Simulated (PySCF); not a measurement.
Species: C4H6F2O.
SMILES with atom numbers: `[F:1][CH:2]([F:3])[CH:4]1[CH2:5][O:6][CH2:7]1` (hydrogens: H8 on C2; H9 on C4; H10, H11 on C5; H12, H13 on C7)

Computed with PySCF at PBE0/def2-SVPD, non-relativistic, on one gas-phase PBE0-D3(BJ)/def2-SVP geometry that isn't relaxed in the solvent. The solvent is an IEF-PCM continuum (van der Waals radii × 1.2). The model holds no explicit solvent molecules, cavitation or dispersion.

Gas phase at PBE0/def2-SVPD: HOMO -7.73 eV, LUMO 0.70 eV, dipole 0.69 D.

Task: What does the continuum do to the energy, the frontier levels and the dipole at PBE0/def2-SVPD in acetonitrile and dimethylsulfoxide?

Result: 
```
          solvent      ε  E(solvent) − E(gas) (kJ/mol)  polarisation term (kJ/mol)  distortion of the solute (kJ/mol)  HOMO (eV)  LUMO (eV)  dipole (D)
     acetonitrile  35.69                        -23.56                      -26.90                               3.34      -7.54       0.93        0.73
dimethylsulfoxide  46.83                        -23.82                      -27.24                               3.42      -7.53       0.93        0.73
```

Polarisation term: ½ Σ q·V over the induced surface charges. Distortion: the rise of the solute's own energy as its density leaves the gas-phase optimum. From acetonitrile to dimethylsulfoxide the lowering changes by a factor 1.01, Onsager's factor (ε − 1)/(2ε + 1) by 1.01 and ε itself by 1.3.

Task: How does the static polarisability (PBE0/def2-SVPD, frozen core, with the continuum's full static response) change?

Result: 
```json
{"medium": "gas", "isotropic (au)": "51.7", "principal values (au)": "46.8, 53.5, 54.7", "⟨r²⟩ of the electrons (bohr²)": "754.1"}
{"medium": "acetonitrile", "isotropic (au)": "66.4", "principal values (au)": "62.3, 66.2, 70.6", "⟨r²⟩ of the electrons (bohr²)": "754.9"}
{"medium": "dimethylsulfoxide", "isotropic (au)": "66.6", "principal values (au)": "62.5, 66.4, 70.8", "⟨r²⟩ of the electrons (bohr²)": "754.9"}
```

The isotropic value in dimethylsulfoxide is 1.29 times the gas-phase one; no cavity-field correction is applied. ⟨r²⟩ is taken about the centre of nuclear charge.

Shape of the structure used: `[F:1][CH:2]([F:3])[CH:4]1[CH2:5][O:6][CH2:7]1`: F1–C2–C4–C5 -167°.
